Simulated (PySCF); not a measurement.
# Two-dimensional NMR puzzle

Compound of formula C₇H₁₀OP₂. Correlations simulated from computed shifts and the bond graph:

HSQC (one-bond C–H):
```tsv
δH	δC
9.07	159.7
8.04	135.4
4.25	60.4
3.07	39.5
1.30	25.5
```

COSY cross peaks (H two or three bonds apart, from the bond graph; peaks can be absent where the dihedral angle is near 90°):
```tsv
δH	δH
9.07	8.04
3.07	1.30
```

HMBC (two and three bonds, from the bond graph):
```tsv
δH	δC
9.07	245.2, 193.4, 135.4
8.04	193.4, 159.7, 39.5
4.25	245.2
3.07	193.4, 135.4, 25.5
1.30	193.4, 39.5
```

Carbons without hydrogens: δ 245.2, 193.4.

Calculated, not measured (PySCF 2.14.0 with density-fitted response routines): GIAO PBE0/pcSseg-1 shieldings, geometry: GFN2-xTB. Isolated molecule, non-relativistic Hamiltonian, a single conformation, equivalent nuclei averaged.

Shifts are taken against calculated references (same method and geometry level): 1H and 13C vs TMS.

Exchangeable hydrogens are left out of these lists.

Q: Work out the connectivity.

A: `CCc1ccpc(OC)p1`.

Mapped SMILES: `[CH3:1][CH2:2][c:3]1[cH:4][cH:5][p:6][c:7]([O:8][CH3:9])[p:10]1`. Hydrogens are named by the atom that carries them.

δC 245.2 is C7, an aromatic carbon bearing oxygen. δC 193.4 is C3, a substituted aromatic carbon. δC 159.7 is C5, an aromatic CH (δH 9.07). δC 135.4 is C4, an aromatic CH (δH 8.04). δC 60.4 is C9, a methyl carbon bonded to O (δH 4.25). δC 39.5 is C2, an sp3 CH2 on an aromatic ring (δH 3.07). δC 25.5 is C1, a methyl carbon (δH 1.30). HMBC from δH 9.07 reaches the proton-free carbons C7, C3. HMBC from δH 8.04 reaches the proton-free carbon C3. HMBC from δH 4.25 reaches the proton-free carbon C7. HMBC from δH 3.07 reaches the proton-free carbon C3. COSY links 9.07–8.04, 3.07–1.30.

The shifts were computed for this structure.

Shifts are as computed. Against solution values, carbons near 30 ppm lie about +3 ppm off and those near 130 ppm about +5 ppm. Of 1211 compounds with measured shifts, 218 miss one by over three times the rms of a fit or turn the order of signals round; such compounds aren't used in these exercises.
